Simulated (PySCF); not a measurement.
C3H8As, SMILES C[C](C)[AsH2], multiplicity 2.

Geometry optimised at B3LYP-D3(BJ)/def2-SVP. The isomer is the one that the SMILES or the coordinates give; other isomers of the formula were not compared.

These are PBE/def2-TZVP run with PySCF values and carry that method's errors.

Gas-phase values at a fixed geometry.

Computed frontier levels, dipole moment and polarisability:
```json
{
  "α spin, highest occupied and lowest empty level": "-3.95 and -0.33 eV",
  "β spin, highest occupied and lowest empty level": "-6.30 and -2.31 eV",
  "dipole_moment": "0.87 D",
  "quadrupole, principal values (traceless, Buckingham form, about the centre of nuclear charge)": "-2.92, 1.27, 1.66 D·Å",
  "mean_static_polarisability": "72.6 bohr³ (10.76 Å³)",
  "polarisability_principal_values": "58.4, 71.7, 87.7 bohr³",
  "⟨S²⟩": "0.754 (pure state 0.75)"
}
```
